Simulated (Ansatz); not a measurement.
Basis sets compared for Ga₇Sb₇. Total charge 0; singlet. Geometry PBE-D4/def2-SVP. Ansatz on 2 threads of AMD EPYC 7R13 on a shared host and a share (18 GiB) of an NVIDIA H100 80GB HBM3; times are rough, and most runs start from earlier orbitals.

```tsv
atom	x (Å)	y (Å)	z (Å)
Ga1	3.614	-0.652	-1.158
Ga2	-1.567	-1.555	3.683
Ga3	1.414	-0.249	0.743
Ga4	-1.626	-1.076	0.791
Ga5	-0.787	0.808	-1.409
Ga6	1.571	0.654	-3.215
Ga7	-3.621	0.786	1.605
Sb8	3.912	0.231	1.172
Sb9	2.909	-1.527	-3.460
Sb10	-0.273	0.862	2.582
Sb11	-4.029	-1.649	2.226
Sb12	0.056	2.668	-2.990
Sb13	-1.740	2.380	0.630
Sb14	0.167	-1.683	-1.200
```

In the def2 sets Sb takes a core potential; there is no spin–orbit coupling. Single mean-field runs in def2-SVP, def2-TZVP are fitted with def2-universal-jkfit.

Binding counts from free atoms (Ga doublet, Sb quartet) in the same basis, without a counterpoise term.

```json
{"level": "PBE-D4/def2-SVP", "functions": "406", "energy (Eh)": "-15152.5409", "HOMO (eV)": "-4.71", "LUMO (eV)": "-3.77", "binding per atom (eV)": "2.44", "wall time": "6.5 s"}
{"level": "PBE0-D4/def2-SVP", "functions": "406", "energy (Eh)": "-15152.8484", "HOMO (eV)": "-5.38", "LUMO (eV)": "-3.39", "binding per atom (eV)": "2.30", "wall time": "12 s"}
```

Problem. Estimate the rows for PBE-D4/def2-TZVP (with forces), PBE0-D4/def2-TZVP.

Solution. 
| level | functions | energy (Eh) | HOMO (eV) | LUMO (eV) | binding per atom (eV) | wall time |
| --- | --- | --- | --- | --- | --- | --- |
| PBE-D4/def2-TZVP (with forces) | 686 | -15154.3212 | -4.73 | -3.77 | 2.46 | 11 s |
| PBE0-D4/def2-TZVP | 686 | -15154.6211 | -5.37 | -3.36 | 2.33 | 17 s |
